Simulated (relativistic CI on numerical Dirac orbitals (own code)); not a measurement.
# What each ingredient does to the levels of Zr XI

Base calculation: Dirac-Coulomb-Breit CI, KLI orbitals optimised for each configuration, QED by a radiative potential, unscaled Slater integrals.

CI space (outside the closed core [Ar] 3d10): 4s2, 4s 4p, 4p2, 4s 4d, 4d2, 4s 4f, 4p 4d, 4p 5s, 4f2, 4p 4f, 4s 5s, 4s 5p, 4d 5s, 4s 5d, 4d 4f, 4s 6s. Levels of other configurations are missing.

The lowest level and the first level of each name with at least 55 % of one term (blank where a level has no safe partner in the second run):

| Level | Base (cm⁻¹) | Shift (cm⁻¹) |
| --- | --- | --- |
| 4s2 1S_0 | 0 | 0 |
| 4s 4p 3P°_0 | 168836 | -5684 |
| 4s 4p 3P°_1 | 174675 | -11523 |
| 4s 4p 3P°_2 | 190003 | -26851 |
| 4s 4p 1P°_1 | 254485 | -22125 |
| 4p2 3P_0 | 400125 | -22077 |
| 4p2 3P_1 | 412045 | -33997 |
| 4p2 1D_2 | 412440 |  |
| 4p2 3P_2 | 432311 |  |
| 4p2 1S_0 | 479786 | -45932 |
| 4s 4d 3D_1 | 531583 | -28953 |
| 4s 4d 3D_2 | 532799 | -30169 |
| 4s 4d 3D_3 | 534746 | -32115 |
| 4s 4d 1D_2 | 579828 | -32226 |
| 4p 4d 3F°_2 | 711186 | -37684 |
| 4p 4d 3F°_3 | 720658 | -47156 |
| 4p 4d 3F°_4 | 733046 | -59543 |
| 4p 4d 1D°_2 | 733348 | -51135 |
| 4p 4d 3D°_1 | 752087 |  |
| 4p 4d 3P°_2 | 754206 | -47454 |
| 4p 4d 3P°_0 | 763674 | -56923 |
| 4p 4d 3P°_1 | 765540 |  |

At this charge energies of transitions that change n are usually good to better than 1 %, and those within a shell (Δn = 0) to a few per cent.

**Question.** One thing was changed in a second run, which moved the levels as shown. Which?
A. non-relativistic limit
B. configuration mixing switched off
C. Breit term removed
D. one mean potential for all configurations
E. QED terms removed

**Answer.** A. Non-relativistic limit. Without relativity the fine structure collapses and s electrons lose their extra binding.

LS names give the leading component of a level, which can be under half, so a name can repeat, a term be missing and a line seem to break the LS rules.
